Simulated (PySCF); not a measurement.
Vertical excitation energies

Species: C7H9F.
SMILES: `C=C(F)[C@@]12CC[C@@H]1C2`

Computed with TDDFT wB97X-D/def2-SVPD, vertical, gas phase, core orbitals frozen in the response (PySCF 2.14.0, density-fitted response routines). Geometry: GFN2-xTB, one conformer, isolated molecule.

```csv
state,E (eV),E (hartree),f,|μ| (D),"main configurations (H = HOMO, L = LUMO)"
S1,6.34,0.2330,0.357,3.85,H→L (96%)
S2,6.83,0.2509,0.039,1.22,"H→L+1 (73%), H→L+2 (17%)"
S3,7.41,0.2722,0.0041,0.38,"H→L+3 (56%), H→L+2 (19%)"
S4,7.70,0.2831,0.0096,0.57,"H-1→L (49%), H→L+2 (23%)"
S5,7.79,0.2864,0.017,0.75,"H-1→L (45%), H→L+2 (22%), H→L+3 (14%)"
S6,7.86,0.2887,0.036,1.10,H→L+4 (86%)
S7,8.18,0.3005,0.011,0.59,"H→L+6 (35%), H→L+5 (22%), H→L+9 (16%)"
S8,8.38,0.3078,0.054,1.31,"H-2→L (75%), H-3→L (13%)"
```

Triplets (Tamm–Dancoff): T1 4.18 eV, H→L (86%); T2 6.73 eV, H→L+1 (55%), H→L+2 (21%); T3 6.86 eV, H-1→L (39%), H-2→L (23%), H→L+1 (16%).

The lowest singlet comes at 196 nm (612 kJ/mol) in the vacuum ultraviolet; it is strong; its leading configuration is HOMO→LUMO (96%). The lowest level is also the most intense of those listed (f = 0.357). Löwdin shares by element: HOMO carbon 72% or more (atoms not listed hold the other 28%); LUMO carbon 63% or more, fluorine 7% (atoms not listed hold the other 30%). Weighted by f, the mean energy of these states is 6.81 eV. The listed states span 2.04 eV, and the widest gap between neighbours is 0.58 eV (S2 to S3). Orbital energies (eV): HOMO-3 -11.32, HOMO-2 -10.73, HOMO-1 -10.20, HOMO -8.52, LUMO 1.92, LUMO+1 2.38, LUMO+2 2.88. The window holds the lowest 8 singlets.
